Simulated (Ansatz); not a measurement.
Mulliken charges of FH₄InOSSi, SMILES `[F][In]([SH])[O][SiH3]` from ωB97M-V/def2-TZVPP in Ansatz (PBE0-D4/def2-TZVP geometry).

| atom | x (Å) | y (Å) | z (Å) | charge (e) |
| --- | --- | --- | --- | --- |
| F1 | -1.082 | 2.054 | -0.451 | -0.477 |
| In2 | -0.279 | 0.913 | 0.902 | 0.998 |
| S3 | -0.201 | 1.601 | 3.138 | -0.287 |
| O4 | 0.402 | -0.766 | 0.171 | -0.566 |
| Si5 | 0.473 | -1.467 | -1.307 | 0.327 |
| H6 | -0.819 | 2.759 | 2.843 | 0.144 |
| H7 | 1.280 | -0.649 | -2.254 | -0.048 |
| H8 | -0.886 | -1.646 | -1.887 | -0.048 |
| H9 | 1.112 | -2.800 | -1.155 | -0.044 |

Question: By hand: the dipole of these point charges (1 e Å = 4.8032 D).

Answer: Σ q r = (0.037, 0.056, 0.350) e Å, of length 0.356 e Å = 1.71 D.

Question: How does the dipole of the full density compare? (Best estimate.)

Answer: Computed: (0.026, 0.097, 0.399) e Å, 1.98 D; the point charges give 0.86 times that, at 5° from its direction.

Point charges leave out the atoms' own dipoles, such as those of lone pairs, and Mulliken's split depends on the basis, so the close match here is no proof of good charges.
